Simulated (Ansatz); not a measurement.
Calculated with Ansatz (gas phase, PBE0-D4/def2-TZVP geometries, no zero-point term in ΔE). CBS: MP2 limit from def2 TZ/QZ plus the TZ coupled-cluster correction, frozen cores. This one scheme is used for every species. Functionals use def2-TZVPP. B3LYP here is the variant with VWN-RPA as its local correlation; programs differ in this. Each species was taken in one conformer, which may not be the lowest.

`O[SiH2][O][AlH2]` + `C=C[SiH2]N` → `C=C[SiH2]N[SiH2]O` + `[OH][AlH2]`  (ligand exchange at the Si–O bond)

Is it downhill or uphill in electronic energy at CCSD(T)/CBS, and by how much? (Best estimate.)

Computed: Uphill: ΔE = +0.58 eV.

What do these levels give: PBE-D4, r2SCAN-D4, PBE0-D4, ωB97X-V, PBE, B3LYP, MP2/def2-TZVPP, CCSD(T)/def2-TZVPP, HF/def2-QZVPP, MP2/def2-QZVPP, SCS-MP2/def2-QZVPP, MP2/CBS(def2)? (Best estimate.)

Ansatz gave: PBE-D4 0.51, r2SCAN-D4 0.59, PBE0-D4 0.54, ωB97X-V 0.59, PBE 0.57, B3LYP 0.69, MP2/def2-TZVPP 0.57, CCSD(T)/def2-TZVPP 0.58, HF/def2-QZVPP 0.82, MP2/def2-QZVPP 0.57, SCS-MP2/def2-QZVPP 0.61, MP2/CBS(def2) 0.56 eV.

Largest T1 diagnostic among the species: 0.012.

In def2-TZVPP, CCSD(T) changes the Hartree–Fock value by −0.22 eV (the triples alone add −0.04 eV) and MP2 by −0.24 eV. The D4 term adds −0.10 eV with B3LYP and −0.06 eV with PBE0; it sums over pairs of atoms, weighted by their polarisabilities, and B3LYP, whose exchange is more repulsive, gets the larger term.
